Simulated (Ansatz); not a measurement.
```xyz
15

N    -2.0843   -1.8639   -0.1690
Si   -1.5490   -0.2384   -0.2441
N     0.1112   -0.2194   -0.6897
Si    1.4297    0.8269   -0.3227
N     1.1714    1.4045    1.2585
O     2.8398    0.0021   -0.5259
H    -3.0369   -2.0909   -0.4008
H    -1.6924   -2.5221    0.4843
H    -2.4753    0.4036   -1.2175
H    -1.6258    0.5289    1.0331
H     0.3230   -0.8633   -1.4427
H     1.6059    1.9454   -1.2784
H     1.5850    2.2577    1.5921
H     0.3800    1.1184    1.8082
H     3.0178   -0.6895    0.1145
```

Charge 0, multiplicity 1.

Q: List the r2SCAN/def2-TZVPP orbital energies in eV (the Gaussian-basis code of Ansatz). (Best estimate.)

A: Ansatz gave: Occupied: -1791.33, -1791.14, -515.37, -384.75, -384.55, -384.53, -141.60, -141.49, -96.48, -96.47, -96.44, -96.36, -96.35, -96.33, -26.02, -22.40, -22.08, -21.53, -14.16, -13.48, -12.76, -12.57, -12.13, -11.01, -10.20, -9.61, -9.35, -8.59, -8.34, -7.79, -6.62, -6.39, -6.20. Lowest empty: 0.51, 0.63, 1.07, 1.34, 1.85, 2.25, 2.50, 2.59.
